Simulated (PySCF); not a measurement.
**A ladder of Hamiltonians for Tl⁶⁷⁺ (thallium, charge +67)**

Occupied: 1s1/2, 2s1/2, 2p1/2, 2p3/2, 3s1/2, 3p1/2. Hartree-Fock calculated with PySCF 2.14 in an even-tempered Gaussian basis (16 s from 10 bohr⁻², ratio 2.7; 14 p from 12 bohr⁻², ratio 2.7), Gaussian nucleus throughout. NR is non-relativistic, sf-X2C the spin-free one-electron X2C Hamiltonian, X2C adds the bare one-electron spin-orbit term, X2C-SNSO screens it by Boettger's factors, DC is four-component Dirac-Coulomb, and the Gaunt and Breit terms are added at first order (total energies over the DC spinors, levels after relaxing the spinors in that mean field). QED terms are absent. Levels marked empty are virtual spinors of this ion; the basis has s and p functions only, so 3d, which can lie below the n = 4 levels, is absent.

| Hamiltonian | E (hartree) | E − E(DC) (hartree) | CPU seconds |
| --- | --- | --- | --- |
| X2C | -14812.9395 | 5.6904 | 0.33 |
| X2C-SNSO | -14810.4696 | 8.1603 | 0.33 |
| DC | -14818.6299 | 0.0000 | 17 |
| DC+Gaunt | -14797.4886 | 21.1413 | 28 |
| DC+Breit | -14799.3739 | 19.2560 | 79 |

Give the 2p spin-orbit interval with each Hamiltonian that has one.

X2C 2202; X2C-SNSO 2140; DC 2141; DC+Gaunt 2117; DC+Breit 2117 (eV).

| level (eV) | X2C | X2C-SNSO | DC | DC+Gaunt | DC+Breit |
| --- | --- | --- | --- | --- | --- |
| 1s1/2 | -91815.0 | -91817.5 | -91932.9 | -91600.0 | -91622.6 |
| 2s1/2 | -21017.9 | -21018.8 | -21036.3 | -20998.4 | -21001.4 |
| 2p1/2 | -20494.3 | -20446.8 | -20459.7 | -20395.6 | -20401.7 |
| 2p3/2 | -18292.5 | -18306.9 | -18318.8 | -18278.3 | -18284.3 |
| 3s1/2 | -8456.7 | -8457.0 | -8461.3 | -8451.6 | -8452.8 |
| 3p1/2 | -8278.0 | -8265.6 | -8269.1 | -8252.5 | -8254.5 |
| 3p3/2 (empty) | -7560.7 | -7564.6 | -7567.2 | -7557.0 | -7559.1 |
| 4s1/2 (empty) | -4405.4 | -4405.4 | -4406.9 | -4403.4 | -4403.9 |

Weight of the small component: 1s1/2 0.0952, 2s1/2 0.0224, 2p1/2 0.0224, 2p3/2 0.0199, 3s1/2 0.00872, 3p1/2 0.00865, 3p3/2 0.00791, 4s1/2 0.00415.

Koopmans' value for the highest occupied level at DC+Breit: 8254.5 eV, against an ionisation energy of 8260 ± 40 eV (theoretical estimate listed by NIST; NIST Atomic Spectra Database, ionization energies); the former lacks relaxation, correlation, QED and recoil.

The whole ladder took 130 s of wall time on 1 thread of Neoverse-N1 (shared host), launched as `OMP_NUM_THREADS=1 python relrun2.py TASK.json OUT` (a driver that calls PySCF for each Hamiltonian).
